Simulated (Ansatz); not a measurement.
Total energies of FGeH$_{5}$OSi, SMILES `F[SiH2][O][GeH3]`.

Cartesian coordinates in Å:
```
F -1.9547 0.3008 1.3375
Si -0.6067 -0.5580 1.3144
O 0.5148 0.1823 0.4203
Ge 0.7346 0.5763 -1.3042
H -0.1143 -0.6512 2.7041
H -0.9695 -1.8765 0.7400
H -0.0244 -0.4725 -2.1333
H 2.2455 0.5128 -1.5491
H 0.1746 1.9860 -1.5297
```

The species carries charge 0 and has multiplicity 1. Correlated methods include outer-core shells of Ge, which these sets cover unevenly. Scalar relativity is left out up to krypton. Geometry: relaxed with PBE0-D4/def2-TZVP. It is one conformer, not always the lowest. Basis def2-TZVPP, Ansatz 0.2.0.

RPA on PBE orbitals: Hartree–Fock energy of these orbitals -2541.67194 Eh, correlation -1.38741 Eh (frozen core).

| functional | kind | energy without D4 (Eh) | D4 term (kJ/mol) |
| --- | --- | --- | --- |
| PBE | GGA | -2544.12659 | -16.8 |
| revPBE | GGA | -2544.48965 | -48.2 |
| B97M-V | meta-GGA with VV10 | -2544.26586 | – |
| B3LYP | global hybrid, 20 % | -2544.85741 | -27.2 |
| r2SCAN0 | meta-GGA hybrid, 25 % | -2544.62377 | -4.8 |
| HSE06 (plane-wave form) | screened hybrid | -2544.20229 | -13.3 |
| BHLYP | global hybrid, 50 % | -2544.69708 | -22.0 |
| CAM-B3LYP | range-separated hybrid | -2544.87018 | -14.6 |
| LC-ωPBE | long-range corrected hybrid | -2544.32622 | – |
| B2PLYP | double hybrid | -2544.19604 | – |

Task: Give the same for LDA (SPW92), BLYP, r2SCAN, PBE0, r2SCANh, ωB97X-V, ωB97M-V, PBE-QIDH. (An estimate is asked.)

Result: The calculation gave: 
```csv
functional,kind,energy without D4 (Eh),D4 term (kJ/mol)
LDA (SPW92),LDA,-2539.24909,–
BLYP,GGA,-2544.80682,-36.6
r2SCAN,meta-GGA,-2544.66977,-4.0
PBE0,"global hybrid, 25 % exact exchange",-2544.21621,-14.2
r2SCANh,"meta-GGA hybrid, 10 %",-2544.65076,-4.3
ωB97X-V,range-separated hybrid GGA with VV10,-2544.49030,–
ωB97M-V,range-separated hybrid meta-GGA with VV10,-2544.59059,–
PBE-QIDH,double hybrid,-2543.79167,–
```

B3LYP takes the VWN-RPA correlation (the form of Gaussian; ORCA's B3LYP/G). HSE06 is the plane-wave form, built on full-range PBE exchange. The double hybrids freeze the cores in their second-order part.

LC-ωPBE has ω = 0.4 bohr⁻¹.
